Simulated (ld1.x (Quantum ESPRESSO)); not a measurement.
**lithium: one change to a TM potential, before and after**

ld1.x (Quantum ESPRESSO) 7.5 input, shortened:

```
&input
   title='Li', zed=3., rel=1, dft='PBE', iswitch=3,
   config='[He] 2s1 2p0'
 /
 &inputp
   pseudotype=2, tm=.true., lloc=0,
   nlcc=.false.
 /
2
2P  2  1   0.00   0.00  4.20  4.20  0.0
1S  1  0   2.00   0.00  0.65  0.65  0.0
 &test
   configts(1)='1s2 2s1 2p0'
 /
```

Occupied shells without a wave of their own: 2s. They enter only through the test configuration that unscreens the potential.

Change: wave 1s (bound): rc 0.65 bohr becomes 1s (bound): rc 0.58 bohr.

Cutoffs: the cutoffs (Ry, on a coarse ladder) from which the occupation-weighted sum of valence levels, in a spherical-Bessel basis at the reference potential, stays within 10 and 1 mRy of its value at 400 Ry; they do not see the model core or the augmentation charge, which bear on the density cutoff. Errors are all-electron minus pseudo energies relative to the spin-unpolarised reference configuration.

Question: What does the change do?

Answer: Of the 4 tests that both files solve, the error grows in 1 and shrinks in 3 by more than 15 % and 0.3 meV (median size 10.4 → 7.7 meV); neither file shows a bound ghost.

```tsv
quantity	base	changed
cutoff, loose	180 Ry	200 Ry
cutoff, tight	over 300 Ry	over 300 Ry
bound ghosts	none	none
error for 1s2 2s0 2p0, meV [ΔE 5.30 eV]	+15	+8.2
error for 1s2 2s0.5 2p0, meV [ΔE 2.05 eV]	+5.7	+3.1
error for 1s2 2s0 2p1, meV [ΔE 1.79 eV]	+5.2	+7.2
error for 1s1 2s1 2p0, meV [ΔE 68.41 eV]	+87	+53
s: phases at 4.57 bohr within 0.05 rad from the reference energy up to (Ry; the scan ends near 5)	3.2	3.2
p: phases at 4.57 bohr within 0.05 rad from the reference energy up to (Ry; the scan ends near 5)	0.6	0.6
```
